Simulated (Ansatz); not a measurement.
Frontier orbitals of BrH3OSSi (`O[SiH](S)Br`).

The species carries charge 0 and has multiplicity 1. Correlated methods include outer-core shells of Br, which these sets cover unevenly. Scalar relativity is left out up to krypton. The structure was optimised at the PBE0-D4/def2-TZVP level. It is one conformer, not always the lowest. Basis def2-TZVPP, the Gaussian-basis code of Ansatz.

| functional | HOMO (eV) | LUMO (eV) | gap (eV) |
| --- | --- | --- | --- |
| PBE | -6.65 | -1.28 | 5.37 |
| revPBE | -6.60 | -1.20 | 5.40 |
| BLYP | -6.47 | -1.16 | 5.31 |
| PBE0 | -7.90 | -0.37 | 7.53 |
| r2SCANh | -7.42 | -0.67 | 6.75 |
| LC-ωPBE | -10.65 | 1.89 | 12.54 |
| ωB97M-V | -10.10 | 1.54 | 11.64 |

From PBE to PBE0 the HOMO moves by −1.26 eV and the LUMO by +0.91 eV, and with ωB97M-V by −3.45 and +2.82 eV, so the gap grows from 5.36 to 11.63 eV with exact exchange. A positive LUMO is unbound and depends on the basis.

LC-ωPBE has ω = 0.4 bohr⁻¹.
